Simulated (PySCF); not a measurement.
**Radial density of Pd⁺ (palladium, charge +1)**

LDA, [Kr] 4d9, 2D determinant. All numbers are calculated (PySCF 2.14, scalar relativity through the core potential, in def2-SVP with the def2 core potential (28 electrons)). This is the valence pseudo-density: the core potential removes the inner electrons and smooths the orbitals near the nucleus.

```
r (bohr)  4πr²ρ (e/bohr)  4πr²(ρα − ρβ)
  0.0194       1.022e-05         0.0000
  0.0327       2.843e-05         0.0000
  0.0550       7.840e-05         0.0000
  0.0925       0.0002490         0.0000
   0.156        0.002177         0.0002
   0.262         0.06067         0.0040
   0.440           1.667         0.0702
   0.740           13.55         0.5241
    1.25           12.48         0.7573
    2.09           2.581         0.2375
    3.52          0.2295         0.0154
    5.93        0.002360         0.0001
```

Energies and moments cover only the electrons outside the core potential.
